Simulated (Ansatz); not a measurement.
Ansatz (an electronic-structure program) input (HF/6-31G*):

Ansatz 0.2 input:
```yaml
crystal:
  periodic: [false, false, false]
  atoms:
    - {symbol: F, position_ang: [-1.94278986, -1.24155363, 0.12025794]}
    - {symbol: C, position_ang: [-0.83392795, -0.55007585, 0.05138804]}
    - {symbol: C, position_ang: [-0.75013852, 0.80640070, 0.06381239]}
    - {symbol: S, position_ang: [0.89428770, 1.31460020, -0.04531206]}
    - {symbol: C, position_ang: [1.32543471, -0.37460656, -0.09855596]}
    - {symbol: N, position_ang: [0.33998304, -1.20950661, -0.04032964]}
    - {symbol: H, position_ang: [2.34841475, -0.68338409, -0.17488781]}
basis:
  gaussian:
    orbitals: 6-31G*
hamiltonian:
  xc: {name: HF}
magnetization: {spin_polarized: true, initial_magnetization: 1}
phonons: {temperatures: {t_min: 298.15, t_max: 298.15, t_step: 100}}
```

Output:

```
Functional definition: HF
integrals: 0.04 GiB planned
1000 factors; integrals over basis functions are off by at most 3.9e-4 eV
mean field: 0.39 GiB planned
mean field evaluation 1: about -18103.9502 eV, gradient 2.5e1 eV
mean field evaluation 2: about -18103.9570 eV, gradient 2.5e1 eV
mean field evaluation 4: about -18107.4720 eV, gradient 3.6e0 eV
mean field evaluation 8: about -18107.7224 eV, gradient 4.7e-1 eV
mean field evaluation 16: about -18107.8096 eV, gradient 8.1e-1 eV
mean field evaluation 32: about -18107.0935 eV, gradient 3.3e0 eV
mean field evaluation 64: about -18107.7385 eV, gradient 1.5e-1 eV
mean field -18108.69726084 eV, -665.4823498200 hartree, gradient 2.0e-5 eV, S^2 1.174073; 2 other end points of the search recorded, 0 dependent functions left out
the calculation of the forces begins
reference -18108.69726084 eV, -665.4823498200 hartree; 26, 25 occupied and 70, 71 virtual orbitals, 1000 factors
these checks for a lower state are left out or cut short: stability, starts, cluster_reference, orbital_swaps, neighbouring_geometries, increment
integrals: 0.04 GiB planned
1000 factors; integrals over basis functions are off by at most 3.9e-4 eV
mean field: 0.39 GiB planned
mean field -18108.69713581 eV, -665.4823452251 hartree, gradient 2.7e-6 eV, S^2 1.173717; 0 other end points of the search recorded, 0 dependent functions left out
the calculation of the forces begins
reference -18108.69713581 eV, -665.4823452251 hartree; 26, 25 occupied and 70, 71 virtual orbitals, 1000 factors
these checks for a lower state are left out or cut short: stability, starts, cluster_reference, orbital_swaps, neighbouring_geometries, increment
integrals: 0.04 GiB planned
1000 factors; integrals over basis functions are off by at most 3.9e-4 eV
mean field: 0.39 GiB planned
mean field -18108.69713640 eV, -665.4823452470 hartree, gradient 1.8e-6 eV, S^2 1.174423; 0 other end points of the search recorded, 0 dependent functions left out
the calculation of the forces begins
reference -18108.69713640 eV, -665.4823452470 hartree; 26, 25 occupied and 70, 71 virtual orbitals, 1000 factors
these checks for a lower state are left out or cut short: stability, starts, cluster_reference, orbital_swaps, neighbouring_geometries, increment
integrals: 0.04 GiB planned
1000 factors; integrals over basis functions are off by at most 3.9e-4 eV
mean field: 0.39 GiB planned
mean field evaluation 96: about -18108.6972 eV, gradient 5.6e-2 eV
mean field -18108.69722593 eV, -665.4823485371 hartree, gradient 2.2e-6 eV, S^2 1.174108; 0 other end points of the search recorded, 0 dependent functions left out
the calculation of the forces begins
reference -18108.69722593 eV, -665.4823485371 hartree; 26, 25 occupied and 70, 71 virtual orbitals, 1000 factors
these checks for a lower state are left out or cut short: stability, starts, cluster_reference, orbital_swaps, neighbouring_geometries, increment
integrals: 0.04 GiB planned
1000 factors; integrals over basis functions are off by at most 3.9e-4 eV
mean field: 0.39 GiB planned
mean field -18108.69722543 eV, -665.4823485189 hartree, gradient 1.9e-6 eV, S^2 1.174039; 0 other end points of the search recorded, 0 dependent functions left out
the calculation of the forces begins
reference -18108.69722543 eV, -665.4823485189 hartree; 26, 25 occupied and 70, 71 virtual orbitals, 1000 factors
these checks for a lower state are left out or cut short: stability, starts, cluster_reference, orbital_swaps, neighbouring_geometries, increment
integrals: 0.04 GiB planned
1000 factors; integrals over basis functions are off by at most 3.9e-4 eV
mean field: 0.39 GiB planned
mean field -18108.69702225 eV, -665.4823410519 hartree, gradient 1.7e-6 eV, S^2 1.174915; 0 other end points of the search recorded, 0 dependent functions left out
the calculation of the forces begins
reference -18108.69702225 eV, -665.4823410519 hartree; 26, 25 occupied and 70, 71 virtual orbitals, 1000 factors
these checks for a lower state are left out or cut short: stability, starts, cluster_reference, orbital_swaps, neighbouring_geometries, increment
integrals: 0.04 GiB planned
1000 factors; integrals over basis functions are off by at most 3.9e-4 eV
mean field: 0.39 GiB planned
mean field -18108.69702167 eV, -665.4823410307 hartree, gradient 1.8e-6 eV, S^2 1.173246; 0 other end points of the search recorded, 0 dependent functions left out
the calculation of the forces begins
reference -18108.69702167 eV, -665.4823410307 hartree; 26, 25 occupied and 70, 71 virtual orbitals, 1000 factors
these checks for a lower state are left out or cut short: stability, starts, cluster_reference, orbital_swaps, neighbouring_geometries, increment
integrals: 0.04 GiB planned
1000 factors; integrals over basis functions are off by at most 3.9e-4 eV
[...]
mean field evaluation 192: about -18108.6972 eV, gradient 7.3e-5 eV
mean field -18108.69721041 eV, -665.4823479667 hartree, gradient 2.0e-6 eV, S^2 1.172467; 0 other end points of the search recorded, 0 dependent functions left out
the calculation of the forces begins
reference -18108.69721041 eV, -665.4823479667 hartree; 26, 25 occupied and 70, 71 virtual orbitals, 1000 factors
these checks for a lower state are left out or cut short: stability, starts, cluster_reference, orbital_swaps, neighbouring_geometries, increment
integrals: 0.04 GiB planned
1000 factors; integrals over basis functions are off by at most 3.9e-4 eV
mean field: 0.39 GiB planned
mean field -18108.69699546 eV, -665.4823400675 hartree, gradient 2.1e-6 eV, S^2 1.177872; 0 other end points of the search recorded, 0 dependent functions left out
the calculation of the forces begins
reference -18108.69699546 eV, -665.4823400675 hartree; 26, 25 occupied and 70, 71 virtual orbitals, 1000 factors
these checks for a lower state are left out or cut short: stability, starts, cluster_reference, orbital_swaps, neighbouring_geometries, increment
integrals: 0.04 GiB planned
1000 factors; integrals over basis functions are off by at most 4.0e-4 eV
mean field: 0.39 GiB planned
mean field -18108.69699189 eV, -665.4823399362 hartree, gradient 2.3e-6 eV, S^2 1.170305; 0 other end points of the search recorded, 0 dependent functions left out
the calculation of the forces begins
reference -18108.69699189 eV, -665.4823399362 hartree; 26, 25 occupied and 70, 71 virtual orbitals, 1000 factors
these checks for a lower state are left out or cut short: stability, starts, cluster_reference, orbital_swaps, neighbouring_geometries, increment
integrals: 0.04 GiB planned
1000 factors; integrals over basis functions are off by at most 3.9e-4 eV
mean field: 0.39 GiB planned
mean field -18108.69716534 eV, -665.4823463106 hartree, gradient 1.7e-6 eV, S^2 1.175027; 0 other end points of the search recorded, 0 dependent functions left out
the calculation of the forces begins
reference -18108.69716534 eV, -665.4823463106 hartree; 26, 25 occupied and 70, 71 virtual orbitals, 1000 factors
these checks for a lower state are left out or cut short: stability, starts, cluster_reference, orbital_swaps, neighbouring_geometries, increment
integrals: 0.04 GiB planned
1000 factors; integrals over basis functions are off by at most 3.9e-4 eV
mean field: 0.39 GiB planned
mean field evaluation 224: about -18108.6972 eV, gradient 1.7e-6 eV
mean field -18108.69716359 eV, -665.4823462460 hartree, gradient 1.7e-6 eV, S^2 1.173132; 0 other end points of the search recorded, 0 dependent functions left out
the calculation of the forces begins
reference -18108.69716359 eV, -665.4823462460 hartree; 26, 25 occupied and 70, 71 virtual orbitals, 1000 factors
these checks for a lower state are left out or cut short: stability, starts, cluster_reference, orbital_swaps, neighbouring_geometries, increment
integrals: 0.04 GiB planned
1000 factors; integrals over basis functions are off by at most 3.9e-4 eV
mean field: 0.39 GiB planned
mean field -18108.69707821 eV, -665.4823431083 hartree, gradient 2.7e-6 eV, S^2 1.169754; 0 other end points of the search recorded, 0 dependent functions left out
the calculation of the forces begins
reference -18108.69707821 eV, -665.4823431083 hartree; 26, 25 occupied and 70, 71 virtual orbitals, 1000 factors
these checks for a lower state are left out or cut short: stability, starts, cluster_reference, orbital_swaps, neighbouring_geometries, increment
integrals: 0.04 GiB planned
1000 factors; integrals over basis functions are off by at most 3.9e-4 eV
mean field: 0.39 GiB planned
mean field -18108.69707719 eV, -665.4823430711 hartree, gradient 1.7e-6 eV, S^2 1.178422; 0 other end points of the search recorded, 0 dependent functions left out
the calculation of the forces begins
reference -18108.69707719 eV, -665.4823430711 hartree; 26, 25 occupied and 70, 71 virtual orbitals, 1000 factors
these checks for a lower state are left out or cut short: stability, starts, cluster_reference, orbital_swaps, neighbouring_geometries, increment
integrals: 0.04 GiB planned
1000 factors; integrals over basis functions are off by at most 3.9e-4 eV
mean field: 0.39 GiB planned
mean field -18108.69716436 eV, -665.4823462744 hartree, gradient 1.8e-6 eV, S^2 1.172402; 0 other end points of the search recorded, 0 dependent functions left out
the calculation of the forces begins
reference -18108.69716436 eV, -665.4823462744 hartree; 26, 25 occupied and 70, 71 virtual orbitals, 1000 factors
these checks for a lower state are left out or cut short: stability, starts, cluster_reference, orbital_swaps, neighbouring_geometries, increment
integrals: 0.04 GiB planned
1000 factors; integrals over basis functions are off by at most 3.9e-4 eV
mean field: 0.39 GiB planned
mean field -18108.69716570 eV, -665.4823463237 hartree, gradient 1.6e-6 eV, S^2 1.175764; 0 other end points of the search recorded, 0 dependent functions left out
the calculation of the forces begins
reference -18108.69716570 eV, -665.4823463237 hartree; 26, 25 occupied and 70, 71 virtual orbitals, 1000 factors
these checks for a lower state are left out or cut short: stability, starts, cluster_reference, orbital_swaps, neighbouring_geometries, increment
integrals: 0.04 GiB planned
1000 factors; integrals over basis functions are off by at most 4.0e-4 eV
mean field: 0.39 GiB planned
mean field evaluation 256: about -18108.6883 eV, gradient 8.8e-2 eV
mean field -18108.69714380 eV, -665.4823455190 hartree, gradient 2.6e-6 eV, S^2 1.174056; 0 other end points of the search recorded, 0 dependent functions left out
the calculation of the forces begins
reference -18108.69714380 eV, -665.4823455190 hartree; 26, 25 occupied and 70, 71 virtual orbitals, 1000 factors
these checks for a lower state are left out or cut short: stability, starts, cluster_reference, orbital_swaps, neighbouring_geometries, increment
integrals: 0.04 GiB planned
1000 factors; integrals over basis functions are off by at most 3.9e-4 eV
mean field: 0.39 GiB planned
mean field -18108.69714316 eV, -665.4823454953 hartree, gradient 2.8e-6 eV, S^2 1.174089; 0 other end points of the search recorded, 0 dependent functions left out
the calculation of the forces begins
reference -18108.69714316 eV, -665.4823454953 hartree; 26, 25 occupied and 70, 71 virtual orbitals, 1000 factors
these checks for a lower state are left out or cut short: stability, starts, cluster_reference, orbital_swaps, neighbouring_geometries, increment
integrals: 0.04 GiB planned
1000 factors; integrals over basis functions are off by at most 3.9e-4 eV
mean field: 0.39 GiB planned
mean field -18108.69724262 eV, -665.4823491504 hartree, gradient 2.8e-6 eV, S^2 1.174071; 0 other end points of the search recorded, 0 dependent functions left out
the calculation of the forces begins
reference -18108.69724262 eV, -665.4823491504 hartree; 26, 25 occupied and 70, 71 virtual orbitals, 1000 factors
these checks for a lower state are left out or cut short: stability, starts, cluster_reference, orbital_swaps, neighbouring_geometries, increment
integrals: 0.04 GiB planned
1000 factors; integrals over basis functions are off by at most 3.9e-4 eV
mean field: 0.39 GiB planned
mean field -18108.69724354 eV, -665.4823491843 hartree, gradient 2.9e-6 eV, S^2 1.174075; 0 other end points of the search recorded, 0 dependent functions left out
the calculation of the forces begins
reference -18108.69724354 eV, -665.4823491843 hartree; 26, 25 occupied and 70, 71 virtual orbitals, 1000 factors
Total energy: -18108.69726084 eV, -665.4823498200 hartree
Atom 0 at    -1.942790    -1.241554     0.120258 Å, force     0.000071     0.000127    -0.000003 eV/Å
Atom 1 at    -0.833928    -0.550076     0.051388 Å, force     0.000089    -0.000036    -0.000007 eV/Å
Atom 2 at    -0.750139     0.806401     0.063812 Å, force    -0.000222     0.000998     0.000029 eV/Å
Atom 3 at     0.894288     1.314600    -0.045312 Å, force    -0.000832    -0.000948     0.000046 eV/Å
Atom 4 at     1.325435    -0.374607    -0.098556 Å, force     0.000741     0.000522    -0.000045 eV/Å
Atom 5 at     0.339983    -1.209507    -0.040330 Å, force     0.000228    -0.000380    -0.000021 eV/Å
Atom 6 at     2.348415    -0.683384    -0.174888 Å, force    -0.000075    -0.000282     0.000001 eV/Å
Dipole moment:     0.356389     0.321719    -0.020790 e Å
Vibrations: 274.86 454.48 487.76 582.70 687.28 715.29 841.30 904.95 960.46 1075.64 1330.74 1379.55 1532.93 1669.38 3435.73 cm⁻¹, zero-point energy 1.012519 eV
```

The blocks after the first are displaced geometries, from whose forces the wavenumbers follow.

The determinant is spin-contaminated: <S^2> is 1.17 against 0.75 for a pure state.
